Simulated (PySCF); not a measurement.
# [MoH3]+, triplet: computed properties

Method: UPBE0/[Mo def2-TZVP with ECP28, H def2-TZVP], scalar-relativistic core potentials, density fitting, no spin–orbit coupling, PySCF.

The structure is a minimum.

```xyz
4
charge 1 multiplicity 3, angstrom
Mo    0.0000    0.0000    0.0104
H     1.6151    0.0000   -0.3367
H    -0.8076    1.3988   -0.3367
H    -0.8076   -1.3988   -0.3367
```

```
Point group                                                                   : C3v
Bond lengths                                                                  : Mo–H 1.652 Å (×3)
Bond angles                                                                   : H–Mo–H 115.7° (×3)
Entropy at 298.15 K and 1 bar (electronic part: spin only)                    : 241.5 J/(mol K)
Rotational constants                                                          : 3.923, 3.923, 2.137 cm⁻¹
Dipole moment about the centre of mass                                        : 1.00 D
Heat capacity Cp at 298.15 K                                                  : 44.4 J/(mol K)
Highest occupied level (α)                                                    : -14.72 eV
Lowest empty level (α)                                                        : -10.94 eV
Principal polarisabilities                                                    : 18.5, 38.5, 38.5 bohr³
Principal quadrupole moments (Buckingham, traceless) about the centre of mass : -1.79, -1.79, 3.59 D Å
Zero-point energy                                                             : 48.9 kJ/mol
Enthalpy at 298.15 K above 0 K                                                : 11.14 kJ/mol
Rotational symmetry number                                                    : 3
Spin squared ⟨S²⟩                                                             : 2.032
```

Harmonic modes (masses in u: Mo 97.905, H 1.008):
```csv
symmetry,ω (cm⁻¹),"IR (km/mol, summed over degenerate members)",μ (u),type
a1,366,96.6,1.04,bend
e,872,43.6,1.02,bend
a1,2021,0.6,1.01,stretch
e,2022,64.9,1.02,stretch
```

In C3v the vibrations span 2a1 + 2e.

Charges (e):
| atom | Mulliken | Löwdin | polar tensor | spin (Mulliken) | Mayer order to Mo1 |
| --- | --- | --- | --- | --- | --- |
| Mo1 | 0.79 | 0.86 | 1.44 | 2.32 | – |
| H2,3,4 | 0.07 | 0.05 | -0.15 | -0.11 | 0.98 |

Mulliken populations on Mo1 (electrons outside its core potential): s 2.56, p 6.23, d 4.41, f 0.01.

Formally Mo is in oxidation state +4, d2, with 2 unpaired electrons (the high-spin count). The Mulliken spin on Mo is 2.32. The polar-tensor charge on Mo, 1.44, is far below the formal one.

Other isomers or separated fragments may lie lower. Open d and f shells are described by one determinant, and the ground state may have another occupation or spin.

The final relaxation and frequency run took 14 s on 2 threads of a shared Arm Neoverse V2 host, with 58 basis functions and 7 gradients; the process peaked at 0.75 GiB. Launch command: `OMP_NUM_THREADS=2 python axn.py task.json out`.
